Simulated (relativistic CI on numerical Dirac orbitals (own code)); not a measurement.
**Fe4+ in a cubic cluster: 1s photoemission with charge transfer**

Computed with a charge-transfer multiplet model of a cubic metal-ligand cluster with up to 2 ligand holes, Slater and spin-orbit integrals from Dirac-Coulomb-Breit ions, Slater integrals scaled by 0.8. The ground state mixes d4 with configurations of k ligand holes L, whose averages lie at kΔ + k(k − 1)U_dd/2; a core hole lowers each added d electron by U_cd. 300 K, Lorentzian 1.1 eV and Gaussian 0.6 eV FWHM.

Atomic integrals in eV (Slater integrals scaled, ζ unscaled), ground: F2dd 10.374, F4dd 6.521, zeta_d 0.064; with the core hole: F2dd 11.650, F4dd 7.350, zeta_d 0.091, G2cd 0.067.

Cluster parameters (eV): Δ = 0, U_cd = 9, 10Dq = 2.05, 10Dq(ligand) = 0.5, V(eg) = 1.85, V(t2g) = -0.92, final-state hopping factor = 0.9.

```tsv
Case	n_d	d4	d5L	d6L2	S
U_dd = 5.9 eV	4.77	0.31	0.62	0.07	1.99
U_dd = 6.6 eV	4.75	0.31	0.63	0.06	1.99
U_dd = 7.3 eV	4.74	0.32	0.63	0.06	1.99
```

Weights, n_d and S are thermal averages at 300 K. Binding energies count from the first peak over 30 % of the highest in each spectrum, which can be another peak from case to case. The parameters are a model scan and need not match a compound or its usual spin state. Peaks in eV (height, largest 100):
- U_dd = 5.9 eV: 0.0 (100), 6.3 (20), 9.6 (11), 15.9 (12)
- U_dd = 6.6 eV: 0.0 (100), 6.5 (17), 9.7 (10), 15.7 (11)
- U_dd = 7.3 eV: 0.0 (100), 6.7 (14), 9.8 (9), 15.4 (11)

Curve for U_dd = 5.9 eV (points under 2 left out, the grid thinned):

(E (eV), Intensity): (-3.9, 2.4), (-3.4, 3.2), (-2.9, 4.3), (-2.4, 6.2), (-2.0, 8.7), (-1.5, 14.9), (-1.0, 29.9), (-0.5, 66.2), (0.0, 100.0), (0.5, 68.8), (0.9, 37.3), (1.4, 19.5), (1.9, 13.8), (2.4, 10.9), (2.9, 8.2), (3.4, 7.1), (3.8, 6.4), (4.3, 5.6), (4.8, 6.0), (5.3, 9.0), (5.8, 15.3), (6.3, 20.0), (6.7, 17.6), (7.2, 11.3), (7.7, 7.5), (8.2, 6.0), (8.7, 6.6), (9.2, 9.4), (9.7, 10.6), (10.1, 8.9), (10.6, 7.0), (11.1, 5.8), (11.6, 5.4), (12.1, 4.8), (12.6, 3.6), (13.0, 2.7), (13.5, 2.4), (14.0, 2.8), (14.5, 3.3), (15.0, 4.8), (15.5, 9.1), (15.9, 11.9), (16.4, 8.5), (16.9, 4.0), (17.4, 2.1)

For the case U_dd = 7.3 eV, Δ = 0 eV is smaller than U_dd = 7.3 eV, the charge-transfer side of the Zaanen-Sawatzky-Allen scheme. With the core hole the average of the configuration with one ligand hole lies at Δ − U_cd = -9.0 eV before mixing: it lies below the unscreened one, so the lowest final states are mostly screened and the unscreened weight appears at higher binding energy as a satellite.

With at most 2 ligand holes the space is cut while the next configuration still counts, so covalency is underestimated, and a final configuration with one more ligand hole, which can lie low, is missing from the spectra.
